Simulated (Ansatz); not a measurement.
The cluster InO3H3. The state is a singlet with charge 0. Geometry PBE0-D4/def2-SVP; atoms count from 1.

```xyz
7

In    0.440    0.394   -0.669
O    -1.983   -0.617    0.308
O    -0.629   -0.555    0.779
O     2.358    0.283   -0.152
H    -2.464   -0.420    1.123
H     2.479   -0.216    0.665
H    -0.202    1.132   -2.054
```

In the def2 sets In takes a core potential; there is no spin–orbit coupling. The structure holds 1 bond(s) between oxygen atoms. Another isomer (singlet) lies 3.42 eV lower at PBE0-D4/def2-TZVP; other spin states weren't run for this one.

Question: Estimate the Mulliken populations from the PBE0/def2-TZVP orbitals of Ansatz.

Answer: 
```tsv
atom	charge (e)
In1	0.83
O2	-0.34
O3	-0.43
O4	-0.67
H5	0.33
H6	0.32
H7	-0.04
```
Mulliken values and Mayer orders depend strongly on the basis.

Question: And the Mayer bond orders between bonded heavy atoms (over 0.3)?

Answer: In1–O3 0.81 (2.03 Å); In1–O4 0.99 (1.99 Å); O2–O3 0.86 (1.44 Å).
